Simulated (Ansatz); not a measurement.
Program: Ansatz. Geometries: PBE0-D4/def2-TZVP. ΔE: electronic, gas phase. CCSD(T)/CBS is the MP2 limit (def2-TZVPP, def2-QZVPP) plus CCSD(T) − MP2 in def2-TZVPP, frozen cores. DFT in def2-TZVPP. B3LYP here is the variant with VWN-RPA as its local correlation; programs differ in this. def2 core potentials past Kr. For Sn outer-core shells are correlated without core-valence functions, which leaves a few kJ/mol of doubt a bond. Each species was taken in one conformer, which may not be the lowest.

`CCC(=O)CC` + `[NH2][SnH2][F]` → `C[NH][SnH2][F]` + `CCC(C)=O`  (substitution at a C–C bond)

**Question.** Is it downhill or uphill in electronic energy at CCSD(T)/CBS, and by how much? (Best estimate.)

**Answer.** The calculation gave: Uphill: ΔE = +44.8 kJ/mol.

**Question.** What do these levels give: ωB97X-V, r2SCAN, B3LYP, MP2/def2-TZVPP, CCSD(T)/def2-TZVPP, CCSD/CBS(def2)? (An estimate is asked.)

**Answer.** Ansatz gave: ωB97X-V 43.7, r2SCAN 45.2, B3LYP 40.4, MP2/def2-TZVPP 47.1, CCSD(T)/def2-TZVPP 45.4, CCSD/CBS(def2) 44.6 kJ/mol.

Largest T1 diagnostic among the species: 0.013.

In def2-TZVPP, CCSD(T) changes the Hartree–Fock value by +3.5 kJ/mol (the triples alone add +0.2 kJ/mol) and MP2 by +5.2 kJ/mol.
